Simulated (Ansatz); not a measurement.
A series at Y: from `[NH2][Y]([NH2])[NH2]`, ligands are replaced one by one, each step taking up H₂O and setting free NH₃; n counts the steps. Ansatz, PBE0-D4/def2-TZVP geometries. Each molecule was computed in one conformer, which needn't be the lowest.

```csv
n,molecule,"zero-point energy, PBE0-D4/def2-TZVP (kJ/mol)"
0,`[NH2][Y]([NH2])[NH2]`,189.2
1,`[NH2][Y]([NH2])[OH]`,158.5
2,`[NH2][Y]([OH])[OH]`,128.8
3,`[OH][Y]([OH])[OH]`,?
```

Question: By hand: fit a straight line y = ȳ + b (n − n̄) to the 3 given rows and predict n = 3.

Answer: n̄ = 1.000, ȳ = 158.83; Σ(n − n̄)(y − ȳ) = -60.40, Σ(n − n̄)² = 2.000, so b = -30.20 kJ/mol a step. Prediction: 158.83 + (-30.20) × (2.000) = 98.4 kJ/mol.

Question: By hand: compare with the computed value, 97.3 kJ/mol, and give the steps along the whole series.

Answer: The line misses by -1.1 kJ/mol (computed minus predicted). Steps: -30.7, -29.7, -31.5 kJ/mol.

The steps differ by at most 1.8 kJ/mol, 6 % of a mean step, so the ligands' effects nearly add and a line is close. The miss is 1.2 % of the series' range.
